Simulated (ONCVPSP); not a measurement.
## Before and after: ONCV potential for tungsten

tungsten, optimised norm-conserving Vanderbilt (ONCV), made with ONCVPSP 4.0.1 (PBE, fully relativistic). Core [Kr] 4d10, reference 4f14 5s2 5p6 5d4 6s1.75 6p0.25. Waves: 5s+6s: rc 1.90 bohr, ncon 3, nbas 8, qcut 8.3 1/bohr, 2 projectors; 5p+6p: rc 2.00 bohr, ncon 3, nbas 7, qcut 7.8 1/bohr, 2 projectors; 5d: rc 2.50 bohr, ncon 4, nbas 8, qcut 5.7 1/bohr, 2 projectors, debl 2.2 Ha; 4f: rc 1.15 bohr, ncon 5, nbas 9, qcut 16.7 1/bohr, 2 projectors, debl 0.6 Ha. Local part: polynomial inside 1.15 bohr (lpopt 5, dvloc0 0 Ha). Core correction: none.

Open shells are filled in proportion to 2j + 1.

In the f channel the program set the typed energies aside and used -1.196, 0.250 Ha (j = l + 1/2; the other j can differ).

Change: s: qcut 7.6; p: qcut 7.1; d: qcut 5.2; f: qcut 15.2.

Cutoffs: the cutoffs (Ha) at which the residual kinetic energy of the hardest occupied pseudo-wave falls to 1 and 0.1 mHa per electron; they do not see the model core or the augmentation charge, which bear on the density cutoff. Errors are all-electron minus pseudo energies relative to the spin-unpolarised reference configuration.

**Question.** Predict the effect on cutoff, ghosts and configuration errors.

**Answer.** The potential gets neither clearly harder nor softer (120 Ha and 130 Ha → 108 Ha and 150 Ha); the f channel sets the loose cutoff, while the largest relative change is in s, which becomes softer; of the 3 tests that both files solve, the error grows in 1 and shrinks in 0 by more than 15 % and 0.3 meV (median size 0.2 → 0.2 meV); neither file shows a bound ghost.

```tsv
quantity	base	changed
cutoff, loose	120 Ha	108 Ha
cutoff, tight	130 Ha	150 Ha
loose cutoff by channel	s 20 Ha, p 13 Ha, d 12 Ha, f 120 Ha	s 17 Ha, p 14 Ha, d 11 Ha, f 108 Ha
bound ghosts	none	none
GHOST(+) flags under 300 eV	s at 96.9 eV	s at 79.6 eV
tests with a reliable result	3 of 4	3 of 4
error for 4f14 5s2 5p6 5d4 6s2 6p0, meV [ΔE -1.09 eV]	0.0	-0.1
error for 4f14 5s2 5p6 5d4 6s1 6p0, meV [ΔE 7.80 eV]	-0.2	-0.2
error for 4f14 5s2 5p6 5d5 6s1 6p0, meV [ΔE 0.45 eV]	+2.1	+4.4
s: phases at 1.93 bohr within 0.05 rad from the reference energy up to (Ha; the scan ends near 5)	3.3	2.9
p3/2: phases at 2.02 bohr within 0.05 rad from the reference energy up to (Ha; the scan ends near 5)	to the end of the scan	to the end of the scan
p1/2: phases at 2.02 bohr within 0.05 rad from the reference energy up to (Ha; the scan ends near 5)	to the end of the scan	to the end of the scan
d5/2: phases at 2.54 bohr within 0.05 rad from the reference energy up to (Ha; the scan ends near 5)	to the end of the scan	to the end of the scan
d3/2: phases at 2.54 bohr within 0.05 rad from the reference energy up to (Ha; the scan ends near 5)	to the end of the scan	to the end of the scan
f7/2: phases at 1.17 bohr within 0.05 rad from the reference energy up to (Ha; the scan ends near 5)	to the end of the scan	to the end of the scan
f5/2: phases at 1.17 bohr within 0.05 rad from the reference energy up to (Ha; the scan ends near 5)	to the end of the scan	to the end of the scan
```
